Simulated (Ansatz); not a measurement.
Cu(OH)2 (CuH₂O₂), SMILES [Cu]([OH])[OH] (connectivity only; charge and spin as stated), neutral, multiplicity 2.

Coordinates come from a PBE0-D3(BJ)/def2-TZVP optimisation. The multiplicity is an assumed one; other spin states were not compared. Other conformers were not sampled.

Two levels are set side by side: PBE/def2-TZVPD (Ansatz, a quantum-chemistry and plane-wave program) and PBE0/def2-TZVPD (Ansatz). Energy differences of separate SCF runs at the same geometry; the states with an electron removed or added have multiplicity 3 and 1. Differences are taken from unrounded values.

| quantity | PBE0 |
|---|---|
| vertical ionisation energy (eV) | 10.44 |
| vertical electron affinity (eV) | 2.26 |

What does PBE give, and how far is it from PBE0? (Estimate from the structure and the level; the computed values follow.)


```tsv
quantity	PBE	PBE minus PBE0
vertical ionisation energy (eV)	10.32	-0.12
vertical electron affinity (eV)	2.15	-0.11
```
